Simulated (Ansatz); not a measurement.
The first iterations of a band of BFH4N2 + BrH (10 atoms, charge 0, multiplicity 1).

Theory: RKS PBE-D4/def2-SVP (Ansatz).

```yaml
movable_images: 5
climbing_image: yes
spring: 5.0 eV/Å²
optimiser: lbfgs
start_path: through a guess of the saddle point
force_threshold: 0.05 eV/Å
iteration_limit: 60
end_points: relaxed
largest_step: 0.5 Å
```

Image 0:

```xyz
10
Properties=species:S:1:pos:R:3
B 0.330 0.084 -0.352
F 0.698 0.462 0.929
N 1.334 -0.540 -1.133
H 2.264 -0.711 -0.758
H 1.198 -0.873 -2.084
N -0.997 0.357 -0.756
H -1.659 0.836 -0.144
H -1.363 0.136 -1.678
Br -1.714 2.096 2.426
H -0.526 1.410 1.952
```

Image 6:

```xyz
10
Properties=species:S:1:pos:R:3
B -0.045 0.647 -0.573
F 0.002 -0.196 2.290
N 1.192 0.084 -0.940
H 1.275 -0.838 -1.367
H 2.078 0.485 -0.642
N -1.328 0.157 -0.884
H -1.483 -0.758 -1.305
H -2.175 0.610 -0.549
Br 0.028 2.374 0.413
H 0.022 0.691 1.959
```

| iteration | highest image above the first end (eV) | largest band force component (eV/Å) |
| --- | --- | --- |
| 1 | 9.867 | 26.582 |
| 2 | 8.276 | 24.711 |
| 3 | 4.220 | 7.091 |
| 4 | 2.939 | 6.052 |
| 5 | 3.338 | 15.339 |
| 6 | 2.875 | 7.346 |
| 7 | 2.477 | 4.844 |
| 8 | 2.410 | 13.728 |
| 9 | 2.300 | 7.717 |
| 10 | 2.222 | 4.479 |
| 11 | 2.042 | 11.113 |
| 12 | 1.949 | 6.692 |
| 13 | 1.917 | 3.614 |
| 14 | 1.801 | 5.592 |
| 15 | 1.808 | 3.439 |
| 16 | 1.810 | 1.367 |
| 17 | 1.819 | 1.342 |
| 18 | 1.834 | 2.735 |
| 19 | 1.838 | 1.626 |
| 20 | 1.841 | 1.016 |

Question: Does the band converge within its limit, and where does its top end?

Answer: It did not converge within its limit. It ended after 60 iterations with the highest image 1.526 eV above the first end. The band didn't meet its force threshold, so its energies are provisional: the largest band force was still 0.84 eV/Å, and over the last iterations the top moved between 1.53 and 1.54 eV. The orbitals stay closed-shell, which can raise the energy where a bond breaks towards radicals; this wasn't checked here.

The run took 5.6 min on 4 threads of Arm Neoverse V1, with other jobs on the host, peak memory 0.17 GiB.
